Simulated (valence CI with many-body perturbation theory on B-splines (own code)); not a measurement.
## Questions on Te³⁶⁺

Level of theory: configuration interaction combined with many-body perturbation theory (CI+MBPT): six valence electrons over a frozen Dirac-Fock core [Ne], radial functions for each j: 9 s, 9 p, 8 d, 6 f, 3 g, 1 h, with the one-electron correlation potential Σ1 (screened to all orders), the two-electron term Σ2, the three-electron term Σ3, Breit, model QED; selected single and double excitations, second order for the rest, scaled by the run's own slope (own B-spline code, finite nucleus).

The last digits are not significant, and no measured levels were compared; by estimate large intervals hold to a few tenths of a per cent, small ones and those within an open d or f shell to about a per cent. Among the levels kept, up to 1500 cm⁻¹ of a level comes from second order outside the variational space, and about a tenth of that is noise between levels of different J, which matters for small intervals.

Levels are named by their leading jj configuration (3d3/2^4 stands for four electrons in 3d with j = 3/2), which in mixed levels can hold well under half, so a name can repeat and another be missing.

Rates and lifetimes use the calculated energies. Strong lines usually hold to 10 to 20 %, long lifetimes can be off by a factor of two.

(1) What is the ground level?

(2) Among levels below 2125700 cm⁻¹, which E1 lines absorb most strongly from the ground level?

(3) What is the ionisation energy?

(4) Name the longest-lived excited levels whose lifetime is computed, and their main decay.

(5) What are the static dipole polarisabilities of the lowest levels?

## Answers

(1) (3s^2 3p1/2^2 3p3/2^2) J=2, composition 72 % 3s²3p⁴ ³P + 27 % 3s²3p⁴ ¹D, g = 1.359.

(2) to (3s^2 3p1/2 3p3/2^2 3d3/2) J=3 at 5.240 nm, f = 0.295; to (3s^2 3p1/2 3p3/2^2 3d3/2) J=2 at 5.224 nm, f = 0.226; to (3s^2 3p1/2 3p3/2^2 3d3/2) J=1 at 5.226 nm, f = 0.120.

(3) 2473.8 eV; NIST lists 2472 ± 5 eV (theoretical).

(4) (3s^2 3p1/2^2 3p3/2^2) J=0 at 96597 cm⁻¹ lives 175 ms, mostly by E2 to (3s^2 3p1/2^2 3p3/2^2) J=2; (3s^2 3p1/2^2 3p3/2 3d5/2) J=4 at 1328800 cm⁻¹ lives 58.1 μs, mostly by M1 to (3s^2 3p1/2^2 3p3/2 3d3/2) J=3; (3s^2 3p1/2 3p3/2^2 3d5/2) J=4 at 1845700 cm⁻¹ lives 2.78 μs, mostly by M1 to (3s^2 3p1/2^2 3p3/2 3d5/2) J=3.

(5) (3s^2 3p1/2^2 3p3/2^2) J=2 0.0161 (tensor 0.00027); (3s^2 3p1/2^2 3p3/2^2) J=0 0.0159; (3s^2 3p1/2 3p3/2^3) J=1 0.0175 (tensor -0.00063); (3s^2 3p1/2 3p3/2^3) J=2 0.0174 (tensor -0.0015) bohr³, of which the core gives 0.000224.
